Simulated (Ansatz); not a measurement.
**A ladder of methods for SiHCl2O (SMILES [O][SiH](Cl)Cl)**

SiHCl2O has 5 atoms, charge 0, and is taken as a doublet. SMILES: `[O][SiH](Cl)Cl`. The shape was relaxed beforehand at B3LYP/def2-SVP.

Quantity: the adiabatic electron affinity (to the singlet anion, shapes relaxed at B3LYP/def2-SVP, no zero-point term), in eV. The values are calculated.

The electron affinity is E(neutral) − E(anion): positive where the electron is bound.

```csv
level,kind,program,value (eV),CPU time (all runs)
UHF/def2-TZVP,Hartree–Fock,Ansatz,2.43,14 s
USVWN5/def2-TZVP,LDA,Ansatz,4.57,7.6 s
UPBE/def2-TZVP,GGA,Ansatz,4.21,18 s
U-r2SCAN/def2-TZVP,meta-GGA,Ansatz,4.11,24 s
UB3LYP/def2-TZVP,global hybrid,Ansatz,4.21,18 s
U-wB97M-V/def2-TZVP,range-separated hybrid,Ansatz,4.16,31 s
UB2PLYP/def2-TZVP,double hybrid,Ansatz,4.23,22 s
UMP2/def2-TZVP,perturbation theory,Ansatz,4.49,7.8 s
```

The values span 2.43 to 4.57 eV. CPU times are rough (shared hosts, several kinds of processor): they show what a rung costs within a factor of a few.
